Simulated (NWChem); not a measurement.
# C₅H₆; SMILES C=C(C#C)C

All runs: NWChem. Medium grid unless said otherwise, to which SCAN and Minnesota functionals are sensitive. The geometry was optimised at B3LYP/6-31G* (spherical d). Computed dipoles belong to the equilibrium geometry; the measured one is vibrationally averaged.

Measured dipole moment: 0.51 D (NIST CCCBDB, as tabulated in the package chemicals).

```json
[
 {"level": "PBE/def2-TZVP", "dipole moment (D)": "0.56", "computed − measured": "+0.05", "relative time (rough)": "1"},
 {"level": "B3LYP/def2-TZVP", "dipole moment (D)": "(withheld)", "computed − measured": "(withheld)", "relative time (rough)": "1"},
 {"level": "PW6B95/def2-TZVP", "dipole moment (D)": "0.54", "computed − measured": "+0.03", "relative time (rough)": "1"},
 {"level": "M06-2X/def2-TZVP", "dipole moment (D)": "0.53", "computed − measured": "+0.02", "relative time (rough)": "1"},
 {"level": "TPSSh/def2-TZVP", "dipole moment (D)": "0.54", "computed − measured": "+0.03", "relative time (rough)": "1"},
 {"level": "CAM-B3LYP/def2-TZVP", "dipole moment (D)": "(withheld)", "computed − measured": "(withheld)", "relative time (rough)": "20"}
]
```

Complete the blanks.


- B3LYP/def2-TZVP, dipole moment (D): 0.54
- B3LYP/def2-TZVP, computed − measured: +0.03
- CAM-B3LYP/def2-TZVP, dipole moment (D): 0.54
- CAM-B3LYP/def2-TZVP, computed − measured: +0.03
